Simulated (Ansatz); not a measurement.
Pulling on the B1–F2 bond in BFH2Se (SMILES FB[SeH]) (multiplicity 1 held, fragments rigid). Energies count from the point at 1.325 Å.
Geometry at that point (charge 0, multiplicity 1):
```xyz
5

B     -0.50635    -0.90181     0.69981
F      0.43959    -1.60155     1.30799
H     -1.64886    -1.18176     0.86909
Se     0.04580     0.56406    -0.45090
H     -1.33288     0.92683    -0.80945
```

Restricted levels (R-, RO-) in cc, def2 and unpolarised 6-31G sets keep to the state of the molecule at rest. Unrestricted levels (U-) break spin symmetry where that is lower. Levels need not reach the same state.

The values were computed with Ansatz (Gaussian basis) for Hartree–Fock, density functionals and correlated methods. Each number belongs to the level named beside it.

Energies in kJ/mol.

```csv
R (Å),U-PBE/cc-pVTZ,R-r2SCAN/cc-pVTZ,U-r2SCAN/cc-pVTZ,R-wB97X-V/cc-pVTZ
1.060,273,261,261,268
1.192,53,46,…,49
1.325,0,0,0,0
1.457,24,29,29,29
1.589,80,90,…,91
1.788,181,199,199,202
1.987,281,303,303,312
2.318,419,449,449,468
2.649,520,556,544,589
3.046,588,644,603,696
3.576,630,713,640,794
4.238,652,757,…,873
```

Q: Fill in the missing entries.

A: 
- 1.589, U-r2SCAN/cc-pVTZ: 90
- 4.238, U-r2SCAN/cc-pVTZ: 659
- 1.192, U-r2SCAN/cc-pVTZ: 46

Doubts at one or more of the structures used: a spin-contaminated determinant (U-PBE/cc-pVTZ, U-r2SCAN/cc-pVTZ); a restricted determinant that unrestricted orbitals would lower (R-r2SCAN/cc-pVTZ, R-wB97X-V/cc-pVTZ).

Ansatz is a first-principles code.
